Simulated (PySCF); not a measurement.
Zr(F)3(OH)(OH2) (F3H3O2Zr), SMILES [OH][Zr](<-[OH2])([F])([F])[F], multiplicity 1. Coordinates come from a PBE-D3(BJ)/def2-SVP optimisation. The multiplicity is an assumed one; no other spin state was optimised. The structure was generated by enumeration; whether it is a known compound was not checked. The def2 effective core potentials stand for the cores of Zr; spin–orbit coupling is left out. Other conformers were not sampled.

Task: Give the equilibrium geometry at PBE-D3(BJ)/def2-SVP (PySCF confirms it by a frequency run) as bond lengths and angles, and its point group. (The exact figures need the calculation; the answer reports its results.)

Result: Several could match; the one computed here: point group Cs.
Atoms: Zr1 F2 F3 F4 O5 H6 O7 H8 H9. Bonded distances (Å): Zr1–F2 1.946, Zr1–F3 1.946, Zr1–F4 1.924, Zr1–O5 1.920, Zr1–O7 2.414, O5–H6 0.966, O7–H8 0.978, O7–H9 0.978. Bond angles (°): F2–Zr1–F3 116.8, F2–Zr1–F4 115.4, F2–Zr1–O5 101.2, F2–Zr1–O7 74.5, F3–Zr1–F4 115.4, F3–Zr1–O5 101.2, F3–Zr1–O7 74.5, F4–Zr1–O5 103.4, F4–Zr1–O7 85.5, O5–Zr1–O7 171.1, Zr1–O5–H6 176.7, Zr1–O7–H8 106.0, Zr1–O7–H9 106.0, H8–O7–H9 105.8.
Charge 0, spin multiplicity 1.
